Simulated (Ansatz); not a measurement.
A nudged elastic band was laid between two geometries of AlClH4O2 (8 atoms, charge 0, multiplicity 1).

Level of theory: Ansatz, RHF/cc-pVDZ.

| Item | Value |
| --- | --- |
| movable images | 5 |
| climbing image | yes |
| spring | 5.0 eV/Å² |
| optimiser | quadratic models (default) |
| start path | through a guess of the saddle point |
| force threshold | 0.05 eV/Å |
| iteration limit | 60 |
| end points | relaxed |

Image 0:

```xyz
8
Properties=species:S:1:pos:R:3
Al 0.002 0.024 0.244
Cl 0.176 -0.718 2.282
H 1.308 -0.081 -0.623
O -1.581 -0.019 -0.468
H -1.979 -0.725 -0.949
O -0.330 1.951 0.683
H -1.219 2.137 0.388
H -0.265 2.201 1.598
```

Image 6:

```xyz
8
Properties=species:S:1:pos:R:3
Al -0.528 0.053 -0.398
Cl 1.245 1.657 3.465
H 0.749 -0.846 -0.486
O -1.821 0.042 -1.510
H -1.928 -0.483 -2.285
O -0.673 1.158 0.919
H -1.419 1.732 1.014
H 0.488 1.458 2.436
```

**Question.** What changes between the two ends?

**Answer.** Bonds broken: Al1–Cl2, O6–H8. Bonds formed: Cl2–H8. AlClH4O2 becomes AlH3O2 + ClH.

**Question.** What energy profile does the band end with?

**Answer.** The forces met the threshold. The highest image is number 2 of 0 to 6, 1.55 eV above the first end and 0.31 eV above the last; the last end lies 1.24 eV above the first. Neighbouring images differ by up to 1.4 eV, so the band resolves the path poorly. A vibrational analysis at the climbing image gives one clearly imaginary mode, 883i cm⁻¹: a first-order saddle point. The orbitals stay closed-shell, which can raise the energy where a bond breaks towards radicals; this wasn't checked here.

```tsv
image	path coordinate (Å)	energy (eV)	Al1–Cl2 (Å)	O6–H8 (Å)	Cl2–H8 (Å)
0	0.00	0.00	2.18	0.95	3.03
1	0.79	0.19	2.24	0.96	2.26
2	1.57	1.55	2.63	1.40	1.42
3	2.54	1.32	3.53	2.01	1.29
4	3.52	1.28	4.09	1.97	1.29
5	4.49	1.25	4.40	1.94	1.29
6	5.47	1.24	4.54	1.93	1.29
```

**Question.** What is the geometry of the highest image?

**Answer.** 
```xyz
8
Properties=species:S:1:pos:R:3:forces:R:3
Al -0.155 0.345 -0.104 0.00 0.00 0.01
Cl 0.116 -0.005 2.485 0.00 0.00 0.00
H 1.221 -0.095 -0.701 0.00 0.00 0.00
O -1.693 -0.215 -0.605 0.01 -0.01 0.00
H -1.890 -1.007 -1.076 0.00 0.00 0.00
O -0.299 1.955 0.690 0.00 0.00 -0.01
H -1.046 2.524 0.564 0.00 0.00 0.00
H -0.141 1.269 1.902 0.00 -0.01 0.00
```

The band took 26 iterations and roughly 3 core-minutes.

Time of the run: 3.2 min on 1 thread of Arm Neoverse V1, with other jobs on the host, peak memory 0.16 GiB.
